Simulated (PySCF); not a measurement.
Compound: (NMe2)3Si-O-SiH3, C₆H₂₁N₃OSi₂.
Bonds: Si1–N2, Si1–N5, Si1–N8, Si1–O11, N2–C3, N2–C4, N5–C6, N5–C7, N8–C9, N8–C10, O11–Si12. Hydrogens: H13, H14, H15 on C3; H16, H17, H18 on C4; H19, H20, H21 on C6; H22, H23, H24 on C7; H25, H26, H27 on C9; H28, H29, H30 on C10; H31, H32, H33 on Si12.

A GFN2-xTB structure was refined with PBE0-D3(BJ)/def2-SVP geometry optimisation, gas phase (PySCF 2.14.0). Its GFN2-xTB values:

| coordinate | GFN2-xTB |
| --- | --- |
| Si1–N2 | 1.767 Å |
| Si1–N8 | 1.646 Å |
| Si1–O11 | 1.689 Å |
| N2–C3 | 1.414 Å |
| C3–H13 | 1.050 Å |
| C3–H14 | 1.126 Å |
| O11–Si12 | 1.636 Å |
| Si12–H31 | 1.476 Å |
| Si1–N2–C4 | 128.4° |
| Si1–O11–Si12 | 144.7° |
| N2–Si1–N5 | 109.2° |
| N2–Si1–O11 | 110.5° |
| C3–N2–C4 | 107.1° |
| N5–Si1–N8 | 120.0° |
| N5–Si1–O11 | 100.7° |
| N8–Si1–O11 | 109.6° |
| N2–Si1–N5–C6 | 80° |
| N2–Si1–N8–C9 | -46° |
| N2–Si1–O11–Si12 | -44° |
| N5–Si1–N2–C3 | 173° |

Question: How do these coordinates change at the PBE0-D3(BJ)/def2-SVP level?

Answer: 
```json
{"coordinate": "Si1–N8", "PBE0-D3(BJ)/def2-SVP (Å or °)": "1.724", "change": "+0.078"}
{"coordinate": "C3–H13", "PBE0-D3(BJ)/def2-SVP (Å or °)": "1.101", "change": "+0.051"}
{"coordinate": "Si1–N2", "PBE0-D3(BJ)/def2-SVP (Å or °)": "1.728", "change": "-0.039"}
{"coordinate": "N2–C3", "PBE0-D3(BJ)/def2-SVP (Å or °)": "1.440", "change": "+0.026"}
{"coordinate": "Si12–H31", "PBE0-D3(BJ)/def2-SVP (Å or °)": "1.496", "change": "+0.020"}
{"coordinate": "Si1–O11", "PBE0-D3(BJ)/def2-SVP (Å or °)": "1.671", "change": "-0.018"}
{"coordinate": "O11–Si12", "PBE0-D3(BJ)/def2-SVP (Å or °)": "1.653", "change": "+0.017"}
{"coordinate": "C3–H14", "PBE0-D3(BJ)/def2-SVP (Å or °)": "1.109", "change": "-0.017"}
{"coordinate": "C3–N2–C4", "PBE0-D3(BJ)/def2-SVP (Å or °)": "114.5", "change": "+7.4"}
{"coordinate": "N5–Si1–N8", "PBE0-D3(BJ)/def2-SVP (Å or °)": "114.0", "change": "-6.0"}
{"coordinate": "Si1–O11–Si12", "PBE0-D3(BJ)/def2-SVP (Å or °)": "138.8", "change": "-5.9"}
{"coordinate": "Si1–N2–C4", "PBE0-D3(BJ)/def2-SVP (Å or °)": "123.5", "change": "-4.9"}
{"coordinate": "N5–Si1–O11", "PBE0-D3(BJ)/def2-SVP (Å or °)": "104.5", "change": "+3.8"}
{"coordinate": "N2–Si1–N5", "PBE0-D3(BJ)/def2-SVP (Å or °)": "111.5", "change": "+2.3"}
{"coordinate": "N8–Si1–O11", "PBE0-D3(BJ)/def2-SVP (Å or °)": "107.5", "change": "-2.1"}
{"coordinate": "N2–Si1–O11", "PBE0-D3(BJ)/def2-SVP (Å or °)": "112.1", "change": "+1.6"}
{"coordinate": "N2–Si1–N8–C9", "PBE0-D3(BJ)/def2-SVP (Å or °)": "-30", "change": "+16"}
{"coordinate": "N5–Si1–N2–C3", "PBE0-D3(BJ)/def2-SVP (Å or °)": "180", "change": "+7"}
{"coordinate": "N2–Si1–N5–C6", "PBE0-D3(BJ)/def2-SVP (Å or °)": "84", "change": "+4"}
{"coordinate": "N2–Si1–O11–Si12", "PBE0-D3(BJ)/def2-SVP (Å or °)": "-40", "change": "+4"}
```

The energy falls by 125.7 kJ/mol over 13 energy and gradient evaluations, the largest force component goes from 0.1135 to 2.1e-04 Eh/bohr, and the atoms move by 0.232 Å rms after alignment. The bond that changes most is Si1–N8 (ends: silicon bonded to 3 N and O; nitrogen bonded to 2 C and Si), which lengthens by 0.078 Å. Bonds longer at the end by more than 0.005 Å: 17 of 32; shorter: 12. Among the dihedrals that turn most is Si1–N2–C4–H16, from 86° to 109°. Rotational constants go from 701.5, 604.6, 572.0 to 703.5, 593.9, 570.0 MHz.

The run used 281 basis functions and 86 SCF cycles in all. Hardware: AMD EPYC 9R45, 2 threads, no GPU (shared host). Cost: 4.6 min wall, 11 min CPU, 2.4 GiB resident at most.

No frequency check. The numbers are those of one conformer.
